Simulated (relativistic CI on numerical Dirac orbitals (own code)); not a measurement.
## Energy levels of Lu12+

Computed by Dirac-Coulomb-Breit CI, orbitals from a KLI potential per configuration, a model potential for QED, unscaled Slater integrals (own radial code, finite nucleus).

Configurations in the expansion (outside the closed core [Ar] 3d10 4p6 4d10): 4s2 4f11 5s2, 4s2 4f10 5s2 5p, 4s2 4f13, 4s2 4f11 5s 5p, 4s2 4f12 5s, 4s2 4f12 5p, 4s2 4f10 5s2 5d, 4s2 4f11 5s 6s, 4s 4f13 5s, 4s 4f13 5p, 4s 4f14, 4s 4f13 6s, 4f13 5s2, 4f13 5s 5p, 4f14 5s, 4f13 5s 6s. Double excitations out of closed p, d and f shells are left out; levels of such configurations are missing from the list, as are those of other unlisted configurations, and high levels can miss mixing partners.

The lowest level is 4s2 4f11 5s2 4I°_15/2, with 97 % of that term; Hund's rules for 4s2 4f11 5s2 give 4I° with J = 15/2, in agreement.

```tsv
No.	Configuration	Term	J	E (cm⁻¹)	%	Next component (%)	Landé g
1	4s2 4f11 5s2	4I°	15/2	0.0	97	3 2K°	1.194
2	4s2 4f11 5s2	4I°	13/2	10316.7	99	1 2K°	1.105
3	4s2 4f11 5s2	4I°	11/2	15974.6	81	17 2H°	0.988
4	4s2 4f10 5s2 5p	6H°	15/2	16256.0	52	21 4I°	1.267
5	4s2 4f11 5s2	4I°	9/2	19485.3	56	24 2H°	0.865
6	4s2 4f10 5s2 5p	4K°	17/2	21308.0	43	34 6I°	1.214
7	4s2 4f11 5s2	4F°	9/2	25254.0	57	23 4I°	1.148
8	4s2 4f10 5s2 5p	6H°	13/2	26814.3	37	35 6I°	1.183
9	4s2 4f11 5s2	2H°	11/2	30696.0	61	21 4G°	1.106
10	4s2 4f10 5s2 5p	6K°	15/2	31058.6	33	28 4K°	1.148
11	4s2 4f11 5s2	4S°	3/2	31234.6	64	20 2P°	1.650
12	4s2 4f10 5s2 5p	6I°	11/2	33676.2	38	21 6H°	1.051
13	4s2 4f11 5s2	4F°	7/2	34256.5	89	10 2G°	1.200
14	4s2 4f11 5s2	4F°	5/2	37099.1	84	15 2D°	1.052
15	4s2 4f11 5s2	4F°	3/2	37500.7	58	21 2D°	0.807
16	4s2 4f10 5s2 5p	6K°	13/2	38272.9	39	25 4I°	1.072
17	4s2 4f11 5s2	4F°	9/2	38702.0	25	22 2G°	1.038
18	4s2 4f10 5s2 5p	6I°	9/2	39031.5	26	18 6K°	0.901
19	4s2 4f11 5s2	2K°	15/2	42553.6	92	5 2L°	1.063
20	4s2 4f10 5s2 5p	6K°	11/2	42651.2	37	26 4I°	0.970
21	4s2 4f11 5s2	4G°	11/2	43484.5	71	24 2H°	1.218
22	4s2 4f10 5s2 5p	6D°	9/2	43516.7	38	17 4F°	1.289
23	4s2 4f11 5s2	2G°	7/2	45039.4	57	21 4G°	0.917
24	4s2 4f10 5s2 5p	6K°	9/2	45747.6	23	22 4s2 4f11 5s2 4G°	0.912
25	4s2 4f11 5s2	4G°	9/2	45962.9	52	12 2H°	1.032
26	4s2 4f10 5s2 5p	6I°	7/2	46147.5	36	36 4H°	0.652
27	4s2 4f10 5s2 5p	4G°	11/2	48519.6	34	22 6F°	1.263
28	4s2 4f10 5s2 5p	6P°	3/2	49311.6	56	20 4P°	1.991
29	4s2 4f10 5s2 5p	6F°	7/2	50430.1	31	24 6D°	1.358
30	4s2 4f11 5s2	2K°	13/2	50995.6	91	8 2I°	0.944
31	4s2 4f11 5s2	2P°	3/2	51551.2	33	27 4F°	1.044
32	4s2 4f10 5s2 5p	4P°	5/2	52230.7	19	17 6P°	1.273
33	4s2 4f10 5s2 5p	4I°	15/2	52362.5	36	21 2K°	1.128
34	4s2 4f10 5s2 5p	6G°	5/2	54051.4	26	23 6F°	1.237
35	4s2 4f11 5s2	2P°	1/2	54230.2	94	6 4D°	0.623
36	4s2 4f10 5s2 5p	6G°	9/2	54491.9	37	25 4G°	1.259
37	4s2 4f10 5s2 5p	2L°	17/2	54568.7	29	24 4L°	1.077
38	4s2 4f10 5s2 5p	6G°	3/2	54625.1	30	14 4D°	0.885
39	4s2 4f10 5s2 5p	6F°	11/2	54852.4	40	19 6G°	1.329
40	4s2 4f11 5s2	4G°	7/2	55612.9	67	25 2G°	0.979
41	4s2 4f11 5s2	4G°	5/2	56053.8	73	17 2D°	0.714
42	4s2 4f11 5s2	2D°	5/2	57082.3	62	16 4G°	1.082
43	4s2 4f10 5s2 5p	4F°	9/2	57111.5	17	13 6F°	1.192
44	4s2 4f11 5s2	2G°	9/2	57483.3	23	22 2H°	1.124
45	4s2 4f10 5s2 5p	6G°	7/2	57919.9	37	19 4F°	1.203
```

Energies count from the lowest computed level; ° marks odd parity.

The mean weight of the leading LS term, summed over parents, in these 45 levels is 51 %, and that of the leading jj configuration (from the same eigenvectors) 54 %.

At this charge transitions that keep the count of f electrons are usually good to a few per cent. Terms inside the open d or f shell come out 10 to 20 % too wide with unscaled integrals. Levels and lines within the n = 5 or 6 shells can be off by up to 10 % or somewhat more, and those that change n by about 2 %, since core polarisation is missing. Levels that differ in their count of f electrons can be misplaced by several ten thousand cm⁻¹, since the correlation energy of f electrons is missing or only estimated; rates across such gaps can be off by orders of magnitude.

LS names give the leading component of a level, which can be under half, so a name can repeat, a term be missing and a line seem to break the LS rules.
